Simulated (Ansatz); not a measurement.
Problem. Name a neutral molecule of C, N, Si and H with size of the dipole moment (B3LYP/def2-TZVPP) between 1.15 and 1.45 D and HOMO–LUMO gap (PBE/def2-TZVPP) between 4.15 and 4.45 eV (Ansatz, PBE0-D4/def2-TZVP geometry).

Solution. `CN[SiH2][SiH2]N` (1.39 D, 4.33 eV). Other molecules can fit too; these were computed, each in one conformer that needn't be the lowest.

B3LYP here is the variant with VWN-RPA as its local correlation; programs differ in this.
